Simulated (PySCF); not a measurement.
H$_{8}$PSi$_{3}$ (SMILES [SiH2]P([SiH3])[SiH3]), doublet, at a GFN2-xTB geometry. Base run: MP2/6-31G run with PySCF.

PySCF was given this input:
```python
from pyscf import gto, scf, mp

mol = gto.Mole()
mol.atom = '''
    Si   -0.535535    1.956597   -0.184336
    P    -0.182971   -0.034554    0.705854
    Si    1.951197   -0.441714    0.238647
    Si   -1.280427   -1.379528   -0.680484
    H    -1.971151    2.238382   -0.070046
    H     0.197300    2.938481    0.622512
    H     2.244489   -1.787097    0.725983
    H     2.725045    0.566560    0.957287
    H     2.221699   -0.353816   -1.197990
    H    -2.682846   -0.979430   -0.606035
    H    -0.795640   -1.255988   -2.056867
    H    -1.087626   -2.743759   -0.196230
'''
mol.basis = '6-31g'
mol.charge = 0
mol.spin = 1
mol.verbose = 5
mol.build()

mf = scf.UHF(mol)
mf.kernel()

pt = mp.MP2(mf, frozen=20)
pt.kernel()
print('E(MP2) = %.10f' % pt.e_tot)
mf.analyze()
```

The base run was repeated with changes; each row names its change, and settings that it needs were set with it.

| change | basis functions | E (Eh) | MP2 correlation (Eh) | SCF-reference HOMO (eV) | SCF-reference dipole (D) | core-seconds (rough) |
|---|---|---|---|---|---|---|
| base | 68 | -1212.12664 | -0.20748 | -8.15 | 1.94 | 4 |
| basis = STO-3G | 44 | -1198.50976 | -0.14046 | -5.06 | 1.43 | 1 |
| basis = pcseg-0 | 68 | -1210.69856 | -0.21699 | -8.40 | 1.99 | 2 |
| basis = 3-21G | 68 | ? | ? | ? | ? | 1 |
| basis = def2-SV(P) | 88 | -1212.11191 | -0.34382 | -8.32 | 1.09 | 4 |
| basis = 6-31G* | 88 | ? | ? | ? | ? | 5 |
| basis = 6-31+G* | 104 | -1212.42743 | -0.33272 | -8.27 | 1.26 | 8 |
| basis = def2-SVP | 112 | ? | ? | ? | 1.09 | 7 |
| basis = cc-pVDZ | 112 | -1212.57767 | -0.41442 | -8.26 | 1.03 | 8 |
| basis = 6-31G** | 112 | -1212.48505 | -0.38146 | -8.20 | 1.40 | 9 |
| basis = pcseg-1 | 112 | -1212.45296 | -0.38095 | -8.27 | 1.49 | 10 |
| basis = pc-1 | 112 | ? | ? | -8.32 | ? | 9 |
| basis = cc-pV(D+d)Z | 132 | -1212.60067 | -0.41473 | -8.28 | 1.01 | 20 |

Question: Fill in the missing entries.

Answer: 
- basis = 3-21G, E (Eh): -1205.99415
- basis = 3-21G, MP2 correlation (Eh): -0.21404
- basis = 3-21G, SCF-reference HOMO (eV): -8.24
- basis = 3-21G, SCF-reference dipole (D): 2.09
- basis = 6-31G*, E (Eh): -1212.41913
- basis = 6-31G*, MP2 correlation (Eh): -0.32768
- basis = 6-31G*, SCF-reference HOMO (eV): -8.22
- basis = 6-31G*, SCF-reference dipole (D): 1.39
- basis = def2-SVP, E (Eh): -1212.19519
- basis = def2-SVP, MP2 correlation (Eh): -0.40959
- basis = def2-SVP, SCF-reference HOMO (eV): -8.30
- basis = pc-1, E (Eh): -1212.51252
- basis = pc-1, MP2 correlation (Eh): -0.39222
- basis = pc-1, SCF-reference dipole (D): 1.50

Totals compare only among sets that treat the same electrons; sets with core potentials leave the core out.

Open shells are given as the SCF converged; they aren't shown to be the lowest states, and a large step between rows can be another state.
